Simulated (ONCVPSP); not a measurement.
**How hard is this Fe ONCV potential?**

```json
{
 "Element": "iron (Fe)",
 "Generator": "ONCVPSP 4.0.1",
 "Type": "optimised norm-conserving Vanderbilt (ONCV)",
 "Functional": "LDA (Perdew-Wang 92)",
 "Relativity": "fully relativistic",
 "Frozen core": "[Ne]",
 "Valence charge": "16",
 "Reference configuration": "3s2 3p6 3d6 4s1 (charge +1)",
 "Partial waves": "3s+4s: rc 1.25 bohr, ncon 5, nbas 9, qcut 7.6 1/bohr, 2 projectors; 3p: rc 1.20 bohr, ncon 3, nbas 6, qcut 13.6 1/bohr, 2 projectors, debl 0.5 Ha; 3d: rc 1.15 bohr, ncon 3, nbas 8, qcut 10.9 1/bohr, 2 projectors, debl 1.1 Ha; f scattering state at 0.14 Ha: rc 0.95 bohr, ncon 4, nbas 9, qcut 11.2 1/bohr, 2 projectors, debl 2.9 Ha",
 "Local potential": "polynomial inside 0.75 bohr (lpopt 5, dvloc0 2 Ha)",
 "Core correction": "Teter function, fcfact 2.75, rcfact 1.4"
}
```

Open shells are filled in proportion to 2j + 1.

In the p channel the program set the typed energies aside and used -2.500, 0.250 Ha (j = l + 1/2; the other j can differ).

For each optimised wave give the share of its norm inside rc, the residual kinetic energy above qcut (Ha) and the cutoffs (Ha) for errors of 10, 1, 0.1 and 0.01 mHa per electron.

```
               wave  norm inside rc  residual KE  10 mHa  1 mHa  0.1 mHa  0.01 mHa
                 3s           0.913      1.4e-03    20.8   31.9    132.6     154.2
                 4s           0.043      4.0e-04     8.0   25.2     48.7     137.7
           3p j=3/2           0.843      1.6e-08    25.6   32.5     38.4      59.2
p projector 2 j=3/2           0.023      1.1e-09    17.3   25.4     32.3      39.4
           3p j=1/2           0.850      1.4e-08    26.4   33.5     39.4      56.6
p projector 2 j=1/2           0.023      1.0e-09    17.8   26.1     33.2      39.6
           3d j=5/2           0.623      1.9e-04    45.6   53.5     79.3     264.0
d projector 2 j=5/2           0.103      9.6e-05    41.8   51.6     59.5     111.7
           3d j=3/2           0.626      1.9e-04    45.7   53.6     80.9     265.0
d projector 2 j=3/2           0.103      9.7e-05    41.9   51.7     59.5     112.0
f projector 1 j=7/2           0.000      7.5e-08     1.2    3.2     10.6      26.2
f projector 2 j=7/2           0.027      8.8e-05    26.4   45.5     61.5     106.8
f projector 1 j=5/2           0.000      7.6e-08     1.2    3.2     10.6      26.2
f projector 2 j=5/2           0.027      8.9e-05    26.4   45.5     61.6     106.9
```

The occupied waves need 54 Ha and 133 Ha for 1 and 0.1 mHa. Rows with under 1 % of the norm inside rc give no meaningful cutoff.
